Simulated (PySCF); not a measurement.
Spinor energies of Xe³⁺ (xenon, charge +3)

Start: [Kr] 4d10 5s1 5p4; 5s1/2 filled at m_j = +1/2; 5p1/2 filled at m_j = +1/2; 5p3/2 filled at m_j = -1/2, +1/2, +3/2. Calculated with PySCF 2.14 in x2c-TZVPall-2c (8s9p5d2f, 74 functions): generalised Hartree-Fock with the X2C-1e Hamiltonian and a Gaussian nucleus; one run each with spin-orbit coupling (SO) switched off, then screened by Boettger's factors. This is a chosen level, not necessarily the ground level.

```csv
spinor shell,electrons,"ε, spin-free (eV)","ε, screened SO (eV)",weight of nominal j (screened SO),"rms radius, screened SO (bohr)"
1s1/2,2,-34763.0,-34758.7,1.000,0.0305
2s1/2,2,-5541.7,-5540.4,1.000,0.124
2p1/2,2,-4969.2,-5195.2,1.000,0.107
2p3/2,4,-4969.2,-4867.6,1.000,0.112
3s1/2,2,-1204.9,-1204.4,1.000,0.326
3p1/2,2,-1015.7,-1059.7,1.000,0.318
3p3/2,4,-1015.7,-995.55,1.000,0.330
3d3/2,4,-735.38,-743.02,1.000,0.302
3d5/2,6,-735.38,-729.72,1.000,0.305
4s1/2,2,-263.87,-263.62,1.000,0.762
4p1/2,2,-201.43,-210.29,0.999,0.795
4d3/2,4,-107.14,-108.34,0.973,0.934
4d5/2,6,-107.14,-106.03,0.982,0.941
5s1/2,1,-61.354,-61.176,1.000,1.87
5p3/2,3,-42.592,-44.050,0.582,2.11
5p1/2,1,-42.592,-38.735,0.544,2.20
```

**Question.** Where does 4p3/2 lie, and what is the 4p spin-orbit splitting (screened SO)?

**Answer.** At -197.17 eV, 13.113 eV above 4p1/2.

| quantity | spin-free | screened SO |
| --- | --- | --- |
| E (hartree) | -7439.61941 | -7442.05201 |
| M_J | 5/2 | 5/2 |
| ⟨J²⟩ | 8.760 | 8.762 |
| ⟨L²⟩ | 2.005 | 2.121 |
| ⟨S²⟩ | 3.755 | 3.709 |

Each row is a mean over spinors that exchange with the open shell spreads, by up to 1.557 eV (5p3/2).

Rows whose weight is well below 1 are mixtures of j = l ± 1/2: exchange outweighs spin-orbit coupling there, and the label is only the starting occupation.

Breit and QED terms are absent; they matter most for the inner s and p1/2 levels.

Densities and radii are taken from the X2C orbitals without a picture-change correction, which distorts them close to the nucleus.

Without spin-orbit coupling the j labels of p, d and f shells carry no meaning; the spin-free column gives the mean over the occupied spinors of each nl shell.
